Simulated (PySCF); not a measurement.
Electric field gradients and quadrupole coupling constants

Compound: C₅H₅F₃O₂.
Cartesian coordinates in Å at the GFN2-xTB level; atoms count from 1:
```xyz
15
C5H5F3O2 angstrom
C     -3.1443    0.3058   -0.0507
O     -1.7942    0.6897    0.1793
C     -0.8698   -0.2350   -0.0761
O     -1.1075   -1.3430   -0.4800
C      0.4936    0.2916    0.2087
C      1.5571   -0.4767    0.0203
C      2.9618   -0.0276    0.2821
F      3.7182   -0.0955   -0.8256
F      3.0428    1.2328    0.7263
F      3.5659   -0.7995    1.2001
H     -3.4046   -0.5513    0.5736
H     -3.2857    0.0322   -1.0982
H     -3.7539    1.1675    0.2075
H      0.5538    1.3085    0.5670
H      1.4626   -1.4916   -0.3410
```

Field gradients from the PBE0/pcSseg-1 density (PySCF, non-relativistic), principal values in atomic units, ordered |Vxx| ≤ |Vyy| ≤ |Vzz|:

```csv
atom,Vxx,Vyy,Vzz
O2,-0.5491,-1.1378,1.6869
O4,0.6659,0.9067,-1.5726
```

**Question.** Find the asymmetry η = (Vxx − Vyy)/Vzz and the couplings χ = eQV/h (234.96 MHz × Q in barn × V in au), with Q(17O) = −0.0256 b.

**Answer.** 
```tsv
atom	environment	nucleus	η	χzz (MHz)	χxx (MHz)	χyy (MHz)
O2	ester single-bonded oxygen	17O	0.35	-10.15	3.30	6.84
O4	ester carbonyl oxygen	17O	0.15	9.46	-4.01	-5.45
```

The tensor is traceless: Vxx + Vyy + Vzz = 0.

**Question.** What is Vzz at O4 in SI units (1 au = 9.71736 × 10²¹ V/m²)?

**Answer.** -1.5726 au = -15.282 × 10²¹ V/m².

**Question.** And the gradient at the other heavy atoms, for which no coupling is worked out here?

**Answer.** 
| atom | environment | Vzz (au) | η |
| --- | --- | --- | --- |
| C1 | methoxy carbon | 0.493 | 0.03 |
| C3 | ester carbonyl carbon | 0.367 | 0.96 |
| C5 | alkene CH carbon | 0.329 | 0.55 |
| C6 | alkene CH carbon | 0.322 | 0.75 |
| C7 | CF3 carbon | -0.415 | 0.03 |
| F8 | fluorine of a CF3 group | 2.920 | 0.04 |
| F9 | fluorine of a CF3 group | 2.909 | 0.02 |
| F10 | fluorine of a CF3 group | 2.920 | 0.04 |

**Question.** What couplings would deuterons (Q(2H) = 0.00286 b) have in place of the hydrogens, at this geometry?

**Answer.** 
```csv
atom,bonded to,bond length (Å),Vzz (au),η,χzz (kHz)
H11,C1,1.092,0.2950,0.10,198
H12,C1,1.092,0.2950,0.10,198
H13,C1,1.087,0.3064,0.08,206
H14,C5,1.080,0.3199,0.05,215
H15,C6,1.081,0.3149,0.05,212
```

Geometry: GFN2-xTB, one conformer, isolated molecule. GFN2-xTB bond lengths can be off by several hundredths of an ångström, more for odd bonds, and the gradients follow them. A larger basis could move these couplings by a tenth or more.
